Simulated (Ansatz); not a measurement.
**Abstraction of H: C3H4 + C2H7BN → C3H3 + C2H8BN**

Gas-phase species: C3H4 (allene) `C=C=C`, singlet; C2H7BN `B[N]CC`, doublet; C3H3 `[CH]=C=C`, doublet; C2H8BN `BNCC`, singlet. A radical takes H: the energy is the difference in strength between the C–H bond broken and the N–H bond made.

Shapes, held fixed at every level: PBE0-D4/def2-TZVP. Flexible molecules stand in one conformer, not always the lowest. Programs: Ansatz 0.2.0. The zero-point and thermal change to 298 K, harmonic and unscaled (PBE0-D4/def2-TZVP), is +4.9 kJ/mol.

```json
{"level": "HF/def2-SVP", "kind": "Hartree–Fock", "ΔH(298 K) (kJ/mol)": "-75.4", "CPU time (sum over the molecules)": "–"}
{"level": "SPW92/def2-TZVPP", "kind": "LDA", "ΔH(298 K) (kJ/mol)": "-37.1", "CPU time (sum over the molecules)": "11 s"}
{"level": "PBE-D4/def2-TZVPP", "kind": "GGA", "ΔH(298 K) (kJ/mol)": "-38.6", "CPU time (sum over the molecules)": "22 s"}
{"level": "r2SCAN-D4/def2-TZVPP", "kind": "meta-GGA", "ΔH(298 K) (kJ/mol)": "-49.0", "CPU time (sum over the molecules)": "41 s"}
{"level": "BHLYP-D4/def2-TZVPP", "kind": "global hybrid", "ΔH(298 K) (kJ/mol)": "-60.2", "CPU time (sum over the molecules)": "30 s"}
{"level": "PBE0-D4/def2-TZVPP", "kind": "global hybrid", "ΔH(298 K) (kJ/mol)": "-51.8", "CPU time (sum over the molecules)": "24 s"}
{"level": "wB97X-V/def2-TZVPP", "kind": "range-separated hybrid", "ΔH(298 K) (kJ/mol)": "-58.3", "CPU time (sum over the molecules)": "70 s"}
{"level": "B2PLYP/def2-TZVPP", "kind": "double hybrid", "ΔH(298 K) (kJ/mol)": "-62.0", "CPU time (sum over the molecules)": "47 s"}
```

B2PLYP/def2-TZVPP gives ΔH(298 K) = -62.0 kJ/mol; the levels span -75.4 to -37.1. The median of the levels is -55.1. No measured value is set beside it here. Spin contamination: C2H7BN (⟨S²⟩ up to 0.78), C3H3 (⟨S²⟩ up to 0.96). Open shells run unrestricted. Times are processor times on shared x86 and Arm servers, and rough.
